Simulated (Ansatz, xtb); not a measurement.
**Two structures of GeH6O2Sn**

We compare I, `[OH][GeH]([OH])[SnH3]`, a singlet, with II, a singlet given by its coordinates. Both are isolated molecules in the gas phase, relaxed with r2SCAN-D4/def2-SVP; the shapes shown needn't be the lowest conformers.

I (Å):

```xyz
10

Ge   -0.1347   -1.1762   -1.8317
O    -0.6717   -2.7764   -2.4237
O    -1.3638    0.0540   -2.2535
Sn   -0.0335   -1.0402    0.7664
H    -1.4894   -3.0620   -1.9940
H     1.1646   -0.9612   -2.6301
H    -1.4751    0.1375   -3.2111
H    -1.5384   -1.5549    1.4042
H     0.2805    0.5566    1.2941
H     1.1894   -2.0750    1.3737
```

II (Å):

| atom | x (Å) | y (Å) | z (Å) |
| --- | --- | --- | --- |
| Ge | 0.4374 | -2.8492 | 0.9939 |
| O | -1.7450 | -0.9841 | -1.9006 |
| O | 0.0076 | -2.2840 | -0.6310 |
| Sn | 0.5839 | -0.5617 | -1.6681 |
| H | -1.4802 | -1.7584 | -1.3220 |
| H | -1.9115 | -1.3731 | -2.7726 |
| H | 0.6980 | -1.4402 | -3.2365 |
| H | -0.8057 | -3.5383 | 1.5840 |
| H | 0.8543 | -1.6580 | 1.8833 |
| H | 1.6006 | -3.8543 | 0.8981 |

Close contacts (Å): Ge1–O3 1.77, O2–Sn4 2.38, O3–Sn4 2.09, Ge1–H8 1.54, Ge1–H9 1.54, Ge1–H10 1.54, O2–H5 1.00, O2–H6 0.97, Sn4–H5 2.41, Sn4–H7 1.80.

Which of the two would you expect CCSD(T)/def2-SVP + ΔMP2/def2-TZVPP electronic energies to favour?

Not settled: CCSD(T)/def2-SVP + ΔMP2/def2-TZVPP gives E(II) − E(I) = +3.3 kcal/mol, but this leans on the basis-set step: CCSD(T) alone gives −1.8 kcal/mol.

Level by level:

```
                             level            geometry  E(II) − E(I) (kcal/mol)  departure from the last row (kcal/mol)  job, with rough time for the two
                r2SCAN-D4/def2-SVP  r2SCAN-D4/def2-SVP                      −0.6                                    −3.9             optimisation, 1.9 min
                       HF/def2-SVP  r2SCAN-D4/def2-SVP                      +1.5                                    −1.7           part of the CCSD(T) run
                      MP2/def2-SVP  r2SCAN-D4/def2-SVP                      −1.1                                    −4.3           part of the CCSD(T) run
                  CCSD(T)/def2-SVP  r2SCAN-D4/def2-SVP                      −1.8                                    −5.1                      single point
CCSD(T)/def2-SVP + ΔMP2/def2-TZVPP  r2SCAN-D4/def2-SVP                      +3.3                                                        single point, 65 s
```

r2SCAN-D4/def2-SVP, MP2/def2-SVP, CCSD(T)/def2-SVP put the two in the other order. The largest departure from CCSD(T)/def2-SVP + ΔMP2/def2-TZVPP is that of CCSD(T)/def2-SVP, 5.1 kcal/mol. Levels run at GFN2-xTB geometries aren't shown. The last row adds to CCSD(T) the change of the MP2 difference between the two basis sets, here +5.1 kcal/mol, a large step that makes the value less sure.

With harmonic frequencies from r2SCAN-D4/def2-SVP (ideal gas, rigid rotor, one conformer each, 298.15 K, 1 atm): on the last row, ΔE + ΔZPE = +4.7 kcal/mol. A mode under 50 cm⁻¹ makes harmonic enthalpies and free energies unreliable, so none is given.

The correlated steps freeze 15 core orbitals; the filled d shell of Ge and Sn is correlated, in a basis made for valence electrons. Atoms past krypton carry core potentials in the def2 sets and no spin–orbit term is included. Codes used: Ansatz 0.2.0; the last row on 2 threads of Arm Neoverse V1 on a shared host.
